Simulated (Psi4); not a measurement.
**How methods differ on InN2H4Cl (SMILES [NH2][In]([NH2])[Cl])**

InN2H4Cl has 8 atoms, charge 0, and is taken as a singlet. As SMILES, `[NH2][In]([NH2])[Cl]`. Geometry: optimised at PBE0/def2-TZVP.

Quantity: the dipole moment, in D. The values are calculated.

```
                                                 level                    kind  program  value (D)  CPU time
   PBE-D4/def2-TZVPP (density fitting, core potential)                     GGA     Psi4       2.85      44 s
r2SCAN-D4/def2-TZVPP (density fitting, core potential)                meta-GGA     Psi4       2.92   2.6 min
 B3LYP-D4/def2-TZVPP (density fitting, core potential)           global hybrid     Psi4       2.84      43 s
  PBE0-D4/def2-TZVPP (density fitting, core potential)           global hybrid     Psi4       2.86      42 s
  wB97M-V/def2-TZVPP (density fitting, core potential)  range-separated hybrid     Psi4       2.80   2.7 min
```

The values span 2.80 to 2.92 D. Magnitudes only. Times are those of the runs behind each value, whatever else they computed, on shared processors of several kinds: orders of magnitude only.
